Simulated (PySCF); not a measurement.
Mean polarisability (bohr³) of eight halogen compounds: PBE beside r2SCAN, computed with PySCF for isolated molecules in the bases named; differences from unrounded values. The eight are the first of their class met in an unordered collection, after screening for sound electronic states; none was chosen by its value. Each molecule has one DFT geometry for both levels.

```csv
molecule,basis,r2SCAN,PBE,difference
"4,4-dichlorobut-1-yne (C₄H₄Cl₂), SMILES C#CCC(Cl)Cl",def2-TZVP,70.1,71.5,1.3
"C₃H₂BrF, SMILES FC=C=CBr",def2-TZVP,60.7,___,___
"dibromo-chloro-fluoromethane (CBr₂ClF), SMILES FC(Cl)(Br)Br",def2-TZVP,65.0,___,___
"1-ethenyl-1-fluorocyclopropane (C5H7F), SMILES C=CC1(F)CC1",def2-TZVP,60.7,61.8,1.0
"C2H2Cl2F2, SMILES FC(F)C(Cl)Cl",def2-TZVP,49.6,50.8,1.2
"C4H6ClF, SMILES CC/C(F)=C/Cl",def2-TZVP,63.7,64.9,1.3
"dibromo(fluoro)methane (CHBr2F), SMILES BrC(F)Br",def2-TZVPD,59.5,61.8,2.2
"C4H3ClF2, SMILES C=C(F)/C(Cl)=C\F",def2-TZVP,64.8,___,___
```

Complete the blanks. (The exact figures need the calculation; the answer reports its results.)


- C₃H₂BrF, SMILES FC=C=CBr, PBE: 61.9
- C₃H₂BrF, SMILES FC=C=CBr, difference: 1.2
- dibromo-chloro-fluoromethane (CBr₂ClF), SMILES FC(Cl)(Br)Br, PBE: 66.5
- dibromo-chloro-fluoromethane (CBr₂ClF), SMILES FC(Cl)(Br)Br, difference: 1.6
- C4H3ClF2, SMILES C=C(F)/C(Cl)=C\F, PBE: 65.7
- C4H3ClF2, SMILES C=C(F)/C(Cl)=C\F, difference: 0.9

PBE lies below r2SCAN in 0 and above it in 8 of the eight; the mean signed difference is 1.3 and the largest 2.2 bohr³.
